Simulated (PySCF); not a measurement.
(H2In-mu-OH)3.
Bonds: In1–O4, In1–O12, O4–In5, In5–O8, O8–In9, In9–O12. Hydrogens: H2, H3 on In1; H13 on O4; H6, H7 on In5; H14 on O8; H10, H11 on In9; H15 on O12.

The calculation used PBE0-D3(BJ)/def2-SVP geometry optimisation, gas phase, def2 core potentials past Kr (PySCF).

Task: Give the optimised bond lengths and angles.

Result: 
```csv
bond,length (Å)
"In1–H2, In5–H7, In9–H11",1.725
"In1–H3, In5–H6, In9–H10",1.712
In1–O4 and 5 like bonds,2.163
"O4–H13, O8–H14, O12–H15",0.963
```

Bonds in one row agree within 0.01 Å and their mean is given. A selection of angles:
```csv
angle,degrees
H2–In1–H3,137.6
H2–In1–O4,103.6
H3–In1–O4,104.5
O4–In1–O12,95.7
In1–O4–In5,127.7
In1–O4–H13,113.1
```

Dihedral angles: O12–In1–O4–In5 55° (synclinal); O4–In1–O12–In9 -55° (synclinal); In1–O4–In5–O8 -56° (synclinal); O4–In5–O8–In9 57° (synclinal); In5–O8–In9–O12 -56° (synclinal); O8–In9–O12–In1 56° (synclinal).

In1 (indium bonded to 2 O and 2 H) has angles from 95.7° to 137.6°. All 6 In–O bonds measure 2.162 to 2.163 Å. O4 (oxygen bonded to 2 In and H) has angles 127.7°, 113.5° and 113.1°, sum 354.3°, 0.22 Å off the plane of its three neighbours.

No PBE0-D3(BJ)/def2-SVP frequencies stand behind this structure, so it isn't proved a minimum. One conformer, not necessarily the lowest.
